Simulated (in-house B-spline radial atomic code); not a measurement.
Hg⁺. Computed with a B-spline radial atomic code. Model: non-relativistic spherical atom: semilocal Troullier-Martins pseudo-atom, one channel per l, against all electrons, high spin, G0W0 and RPA with empty states to l = 8, local potential for every l without a channel, a model core (radius 0 = none) keeps its share of the functional.

The core holds an angular momentum without a channel of its own, so the local potential lets valence electrons into it.

Without relativity these are model numbers for so heavy an element.

What the tables leave out is listed at the end.

The pseudopotential gives back the lowest level of each angular momentum of its own functional in the configuration it was made in; a second state of the same l is only approximately right. Exact exchange, RPA and GW see the smooth pseudo-orbitals and miss the exchange with the core, for which the functional's share stands in. The column with an uncorrelated core keeps all orbitals and exact exchange, and so separates missing core correlation from pseudisation. Only the three outermost levels and the lowest empty one were computed. RPA here is direct RPA, with no exchange kernel, and its energies carry an (l + 1/2)⁻⁴ tail. A hybrid on a potential with a model core restores only its own semilocal share of the core's exchange.

Command:
```bash
python run_psgw.py task.json out
```
Settings (lengths in bohr, energies in hartree):
```
Z                      80
electrons              79
configuration          [Xe] 4f14 5d10 6s1
generated_in           [Xe] 4f14 5d10 6s2
functional             pbe,pbe
core_shells            11
radius_factor          1.3
core_correction        False
ion_configuration      [Xe] 4f14 5d10
```

Run time, properties included: 100 s on 1 thread of Arm Neoverse N1 (shared host).

Given: made with PBE; model core radius 0 bohr; local radius 1.566 bohr; mean-field start PBE.

Valence shells of the generating configuration: 5p, 5d, 6s.

Channel: s 3.296, p 1.261, d 1.497 (radii in bohr).

Computed: largest level miss in the spin-unpolarised generating configuration 0 eV; valence RPA correlation energy all-electron orbitals -0.96752 hartree; valence RPA correlation energy pseudo -1.1934 hartree; all-electron RPA polarisability, core included 21.995 bohr³; pseudo-atom RPA polarisability 21.868 bohr³; ionisation by RPA all-electron 16.357 eV; ionisation by RPA pseudo minus all 1.475 eV.

```csv
level,occupied,mean-field all-electron (eV),mean-field pseudo minus all (eV),G0W0 all-electron (eV),G0W0 uncorrelated core minus all (eV),G0W0 pseudo minus all (eV),exchange self-energy all-electron (eV),exchange self-energy pseudo (eV)
6s up,1,-12.583,0.002,-16.42,0.035,-1.168,-12.589,-13.649
5d down,1,-20.204,0.014,-26.308,0.107,1.02,-36.072,-28.587
6s down (empty),0,-11.738,-0.037,-8.7866,0.034,-1.198,-3.9352,-5.0491
```

**Question.** What is the ionisation by mean-field all-electron?

**Answer.** 16.207 eV.

**Question.** What is the ionisation by mean-field pseudo minus all?

**Answer.** 0.037 eV.

Given: mean-field start PBE0.

Computed: valence RPA correlation energy all-electron orbitals -0.91852 hartree; valence RPA correlation energy pseudo -1.1403 hartree; all-electron RPA polarisability, core included 19.588 bohr³; ionisation by mean-field all-electron 15.881 eV; ionisation by mean-field pseudo minus all 0.649 eV; ionisation by RPA pseudo minus all 1.651 eV.

| level | occupied | mean-field all-electron (eV) | mean-field pseudo minus all (eV) | G0W0 all-electron (eV) | G0W0 uncorrelated core minus all (eV) | G0W0 pseudo minus all (eV) | exchange self-energy all-electron (eV) | exchange self-energy pseudo (eV) |
| --- | --- | --- | --- | --- | --- | --- | --- | --- |
| 6s up | 1 | -13.246 | -0.53 | -16.297 | 0.037 | -1.443 | -12.397 | -14.51 |
| 5d down | 1 | -22.222 | 0.399 | -26.674 | 0.122 | 1.143 | -36.229 | -28.644 |
| 6s down (empty) | 0 | -10.489 | -0.485 | -8.5669 | 0.034 | -1.154 | -3.6131 | -5.291 |

**Question.** What is the pseudo-atom RPA polarisability?

**Answer.** 17.598 bohr³.

**Question.** What is the ionisation by RPA all-electron?

**Answer.** 16.213 eV.

Given: mean-field start Hartree-Fock.

Computed: valence RPA correlation energy all-electron orbitals -0.80126 hartree; valence RPA correlation energy pseudo -1.0091 hartree; pseudo-atom RPA polarisability 10.9 bohr³; ionisation by mean-field all-electron 14.462 eV; ionisation by mean-field pseudo minus all 2.728 eV; ionisation by RPA pseudo minus all 1.864 eV.

```json
{"level": "6s up", "occupied": "1", "mean-field all-electron (eV)": "-14.592", "mean-field pseudo minus all (eV)": "-2.925", "G0W0 all-electron (eV)": "-15.942", "G0W0 uncorrelated core minus all (eV)": "0.036", "G0W0 pseudo minus all (eV)": "-1.917", "exchange self-energy all-electron (eV)": "-11.49", "exchange self-energy pseudo (eV)": "-17.421"}
{"level": "5d down", "occupied": "?", "mean-field all-electron (eV)": "?", "mean-field pseudo minus all (eV)": "?", "G0W0 all-electron (eV)": "?", "G0W0 uncorrelated core minus all (eV)": "?", "G0W0 pseudo minus all (eV)": "?", "exchange self-energy all-electron (eV)": "?", "exchange self-energy pseudo (eV)": "?"}
{"level": "5d up", "occupied": "1", "mean-field all-electron (eV)": "-27.444", "mean-field pseudo minus all (eV)": "1.227", "G0W0 all-electron (eV)": "-27.409", "G0W0 uncorrelated core minus all (eV)": "0.133", "G0W0 pseudo minus all (eV)": "1.337", "exchange self-energy all-electron (eV)": "-36.329", "exchange self-energy pseudo (eV)": "-29.192"}
{"level": "6s down (empty)", "occupied": "0", "mean-field all-electron (eV)": "-6.5876", "mean-field pseudo minus all (eV)": "-1.451", "G0W0 all-electron (eV)": "-8.1086", "G0W0 uncorrelated core minus all (eV)": "0.026", "G0W0 pseudo minus all (eV)": "-0.994", "exchange self-energy all-electron (eV)": "-2.3685", "exchange self-energy pseudo (eV)": "-5.5389"}
```

**Question.** What belongs in the row 5d down?

**Answer.** occupied: 1; mean-field all-electron (eV): -27.28; mean-field pseudo minus all (eV): 1.753; G0W0 all-electron (eV): -27.258; G0W0 uncorrelated core minus all (eV): 0.137; G0W0 pseudo minus all (eV): 1.71; exchange self-energy all-electron (eV): -36.504; exchange self-energy pseudo (eV): -28.711.

**Question.** What is the ionisation by RPA all-electron?

**Answer.** 15.855 eV.

**Question.** What is the all-electron RPA polarisability, core included?

**Answer.** 16.308 bohr³.

Among the listed levels the largest G0W0 shift of the pseudo-atom is -1.92 eV, for 6s up on the Hartree-Fock start, while leaving the core uncorrelated moves that level by +0.04 eV. So pseudisation and the lost core exchange, not the missing core correlation, make the error. Not in the tables (levels of low weight, unsolved or above zero; the highest and the empty levels are kept at any weight): on PBE the G0W0 levels 5d up (pseudo minus all +0.87 eV, weights 0.47 and 0.77); on PBE0 the G0W0 levels 5d up (pseudo minus all +0.79 eV, weights 0.70 and 0.76).
